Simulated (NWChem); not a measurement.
Everything below was run with NWChem. System: Cl₂ (-1), charge -1, spin multiplicity 2, at a geometry optimised with UPBE0/def2-SVP. The structure started from a generated list of species. Its SCF solution wasn't tested for a lower state. Level: UB3LYP/aug-cc-pVDZ, VWN1-RPA local correlation.

Input file:

```
start mol
memory heap 200 mb stack 900 mb global 1100 mb
charge -1
geometry units angstroms nocenter noautoz
  Cl     0.000000     0.000000     1.326639
  Cl     0.000000     0.000000    -1.326639
  symmetry group D2h
end
basis spherical
  * library aug-cc-pvdz
end
dft
  xc b3lyp
  odft
  mult 2
  semidirect memsize 60000000 filesize 0
  iterations 100
end
task dft energy
```

Part of the output:

```
             Northwest Computational Chemistry Package (NWChem) 7.3.0
             --------------------------------------------------------

                                NWChem Input Module
                                -------------------

 Scaling coordinates for geometry "geometry" by  1.889725989
 (inverse scale =  0.529177249)

 Turning off AUTOSYM since
 SYMMETRY directive was detected!

                             Geometry "geometry" -> ""
                             -------------------------

 Output coordinates in angstroms (scale by  1.889725989 to convert to a.u.)

  No.       Tag          Charge          X              Y              Z
 ---- ---------------- ---------- -------------- -------------- --------------
    1 Cl                  17.0000     0.00000000     0.00000000     1.32663900
    2 Cl                  17.0000     0.00000000     0.00000000    -1.32663900

 Effective nuclear repulsion energy (a.u.)      57.6389752453

            Nuclear Dipole moment (a.u.)
            ----------------------------
        X                 Y               Z
 ---------------- ---------------- ----------------
     0.0000000000     0.0000000000     0.0000000000

      Symmetry information
      --------------------

 Group name             D2h
 Group number             26
 Group order               8
 No. of unique centers     1

      Symmetry unique atoms

     1


 Summary of "ao basis" -> "" (spherical)
 ------------------------------------------------------------------------------
       Tag                 Description            Shells   Functions and Types
 ---------------- ------------------------------  ------  ---------------------
 *                        aug-cc-pvdz                 on all atoms

                                 NWChem DFT Module
                                 -----------------

 Summary of "ao basis" -> "ao basis" (spherical)
 ------------------------------------------------------------------------------
       Tag                 Description            Shells   Functions and Types
 ---------------- ------------------------------  ------  ---------------------
[...]
    17      1.480174  1 Cl pz                44      1.480174  2 Cl pz
     5     -1.169384  1 Cl s                 32      1.169384  2 Cl s
    14     -0.252076  1 Cl pz                41     -0.252076  2 Cl pz
    11     -0.173908  1 Cl pz                38     -0.173908  2 Cl pz
    25     -0.087778  1 Cl d  0              52      0.087778  2 Cl d  0

 Vector   20  Occ=0.000000D+00  E= 2.102479D-01  Symmetry=ag
              MO Center= -5.9D-19, -6.6D-19,  8.0D-14, r^2= 1.2D+01
   Bfn.  Coefficient  Atom+Function         Bfn.  Coefficient  Atom+Function
  ----- ------------  ---------------      ----- ------------  ---------------
     5      0.976091  1 Cl s                 32      0.976091  2 Cl s
     4     -0.630965  1 Cl s                 31     -0.630965  2 Cl s
    17      0.588660  1 Cl pz                44     -0.588660  2 Cl pz
    14     -0.190674  1 Cl pz                41      0.190674  2 Cl pz
     2      0.062125  1 Cl s                 11     -0.062014  1 Cl pz

   alpha - beta orbital overlaps
   -----------------------------

   alpha      1      2      3      4      5      6      7      8      9     10
    beta      2      1      3      4      5      6      7      8      9     10
 overlap   1.000  1.000  1.000  1.000  1.000  1.000  1.000  1.000  1.000  1.000

   alpha     11     12     13     14     15     16     17     18     19     20
    beta     11     12     13     15     14     17     16     18     19     20
 overlap   1.000  1.000  0.999  1.000  1.000  1.000  1.000  0.995  0.995  1.000

   alpha     21     22     23     24     25     26     27     28     29     30
    beta     22     21     23     24     25     26     28     27     29     30
 overlap   1.000  1.000  1.000  1.000  1.000  1.000  1.000  1.000  1.000  1.000

   alpha     31     32     33     34     35     36     37     38     39     40
    beta     33     31     32     34     35     36     38     37     39     41
 overlap   0.999  1.000  1.000  1.000  1.000  0.999  1.000  1.000  1.000  1.000

   alpha     41     42     43     44     45     46     47     48     49     50
    beta     40     42     43     44     45     49     48     50     46     47
 overlap   1.000  0.999  1.000  1.000  1.000  1.000  1.000  0.999  1.000  1.000

   alpha     51     52     53     54
    beta     52     51     53     54
 overlap   1.000  1.000  1.000  0.999

     --------------------------
     Expectation value of S2:
     --------------------------
      <S2> =      0.7530 (Exact =     0.7500)

 center of mass
 --------------
 x =   0.00000000 y =   0.00000000 z =   0.00000000

 moments of inertia (a.u.)
 ------------------
         439.556329430746           0.000000000000           0.000000000000
           0.000000000000         439.556329430746           0.000000000000
           0.000000000000           0.000000000000           0.000000000000

     Multipole analysis of the density
     ---------------------------------

     L   x y z        total         alpha         beta         nuclear
     -   - - -        -----         -----         ----         -------
     0   0 0 0     -1.000000    -18.000000    -17.000000     34.000000

     1   1 0 0     -0.000000     -0.000000     -0.000000      0.000000
     1   0 1 0     -0.000000     -0.000000     -0.000000      0.000000
     1   0 0 1     -0.000000     -0.000000     -0.000000      0.000000

     2   2 0 0    -22.588793    -11.587669    -11.001124      0.000000
     2   1 1 0     -0.000000     -0.000000     -0.000000      0.000000
     2   1 0 1      0.000000      0.000000      0.000000      0.000000
     2   0 2 0    -22.588793    -11.587669    -11.001124      0.000000
     2   0 1 1      0.000000      0.000000      0.000000      0.000000
     2   0 0 2    -29.236368   -126.679081   -116.246259    213.688972

 Task  times  cpu:        2.8s     wall:        2.8s

 Total times  cpu:        2.9s     wall:        2.9s
```
